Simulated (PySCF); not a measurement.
CH6AlO4Si (SMILES [CH3][Al][O][Si](O)(O)O), doublet, geometry from GFN2-xTB (such geometries of metal compounds can be far from the true shape) (the spin is typed, not shown lowest); DF-HF/STO-3G (PySCF).

The PySCF input:
```python
from pyscf import gto, scf

mol = gto.Mole()
mol.atom = '''
    Al   -0.85592216    1.61403498    1.17226343
    C    -2.88406648    1.74480945    1.23865118
    H    -3.34457240    0.87286602    1.71066228
    H    -3.32937802    1.84784851    0.24558581
    H    -3.17115948    2.62297550    1.82100228
    O     0.00993492    0.45099276    0.32701131
    Si    0.76737054   -0.73001050   -0.52437645
    O     0.59260543   -2.15006435    0.23393206
    O     2.34454825   -0.38811200   -0.65596802
    O     0.12888056   -0.84249895   -2.00810498
    H    -0.26408299   -2.56548399    0.22179979
    H     2.88446748   -0.42705085    0.12756985
    H     0.30517176   -0.14485963   -2.63164443
'''
mol.basis = 'sto-3g'
mol.spin = 1
mol.verbose = 4
mol.build()

mf = scf.UHF(mol)
mf = mf.density_fit(auxbasis='def2-universal-jkfit')
mf.kernel()
```

What the program printed (banner, timings and long lists left out):

```
PySCF version 2.14.0

[INPUT] verbose = 4
[INPUT] num. atoms = 13
[INPUT] num. electrons = 71
[INPUT] charge = 0
[INPUT] spin (= nelec alpha-beta = 2S) = 1
[INPUT] symmetry False subgroup None
[INPUT] Mole.unit = angstrom
[INPUT] Symbol           X                Y                Z      unit          X                Y                Z       unit  Magmom
[INPUT]  1 Al    -0.855922160000   1.614034980000   1.172263430000 AA   -1.617458466346   3.050084067668   2.215256828543 Bohr   0.0
[INPUT]  2 C     -2.884066480000   1.744809450000   1.238651180000 AA   -5.450095772238   3.297212000053   2.340711494069 Bohr   0.0
[INPUT]  3 H     -3.344572400000   0.872866020000   1.710662280000 AA   -6.320325839779   1.649477721239   3.232683200824 Bohr   0.0
[INPUT]  4 H     -3.329378020000   1.847848510000   0.245585810000 AA   -6.291612622947   3.491927603586   0.464089920979 Bohr   0.0
[INPUT]  5 H     -3.171159480000   2.622975500000   1.821002280000 AA   -5.992622914518   4.956705326444   3.441195581409 Bohr   0.0
[INPUT]  6 O      0.009934920000   0.450992760000   0.327011310000 AA    0.018774277869   0.852252800562   0.617961815535 Bohr   0.0
[INPUT]  7 Si     0.767370540000  -0.730010500000  -0.524376450000 AA    1.450120156660  -1.379519913057  -0.990927876672 Bohr   0.0
[INPUT]  8 O      0.592605430000  -2.150064350000   0.233932060000 AA    1.119861962630  -4.063032771691   0.442067525155 Bohr   0.0
[INPUT]  9 O      2.344548250000  -0.388112000000  -0.655968020000 AA    4.430554078328  -0.733425385657  -1.239599904273 Bohr   0.0
[INPUT] 10 O      0.128880560000  -0.842498950000  -2.008104980000 AA    0.243548961181  -1.592092275734  -3.794768441575 Bohr   0.0
[INPUT] 11 H     -0.264082990000  -2.565483990000   0.221799790000 AA   -0.499044525256  -4.848062118056   0.419140857586 Bohr   0.0
[INPUT] 12 H      2.884467480000  -0.427050850000   0.127569850000 AA    5.450853552414  -0.807009147763   0.241072078252 Bohr   0.0
[INPUT] 13 H      0.305171760000  -0.144859630000  -2.631644430000 AA    0.576691047351  -0.273745027206  -4.973087229937 Bohr   0.0

nuclear repulsion = 450.312086369962
number of shells = 31
number of NR pGTOs = 147
number of NR cGTOs = 49
basis = sto-3g
ecp = {}

******** <class 'pyscf.df.df_jk.DFUHF'> ********
method = DFUHF
initial guess = minao
damping factor = 0
level_shift factor = 0
DIIS = <class 'pyscf.scf.diis.CDIIS'>
diis_start_cycle = 1
diis_space = 8
diis_damp = 0
SCF conv_tol = 1e-09
SCF conv_tol_grad = None
SCF max_cycles = 50
direct_scf = False
number electrons alpha = 36  beta = 35
Set gradient conv threshold to 3.16228e-05
******** <class 'pyscf.df.df.DF'> ********
auxbasis = def2-universal-jkfit
init E= -861.595314701318

cycle= 1 E= -860.716197012565  delta_E= 0.879  |g|= 0.546  |ddm|=  3.2
cycle= 2 E= -860.944284763603  delta_E= -0.228  |g|= 0.157  |ddm|= 1.05
cycle= 3 E= -860.963225438974  delta_E= -0.0189  |g|= 0.0482  |ddm|= 0.268
cycle= 4 E= -860.966283660287  delta_E= -0.00306  |g|= 0.0185  |ddm|= 0.121
cycle= 5 E= -860.967145160367  delta_E= -0.000862  |g|= 0.00791  |ddm|= 0.0776
cycle= 6 E= -860.96735291612  delta_E= -0.000208  |g|= 0.00345  |ddm|= 0.0428
cycle= 7 E= -860.967392448816  delta_E= -3.95e-05  |g|= 0.00139  |ddm|= 0.0193
cycle= 8 E= -860.967398303216  delta_E= -5.85e-06  |g|= 0.000537  |ddm|= 0.00741
cycle= 9 E= -860.967398968705  delta_E= -6.65e-07  |g|= 0.000243  |ddm|= 0.00222
cycle= 10 E= -860.967399106787  delta_E= -1.38e-07  |g|= 6.74e-05  |ddm|= 0.00104
cycle= 11 E= -860.967399116536  delta_E= -9.75e-09  |g|= 1.48e-05  |ddm|= 0.000276
cycle= 12 E= -860.967399116959  delta_E= -4.23e-10  |g|= 4.09e-06  |ddm|= 5.42e-05
Extra cycle  E= -860.967399116982  delta_E= -2.27e-11  |g|= 2.2e-06  |ddm|= 8.84e-06
converged SCF energy = -860.967399116982  <S^2> = 0.75967522  2S+1 = 2.0096519
```
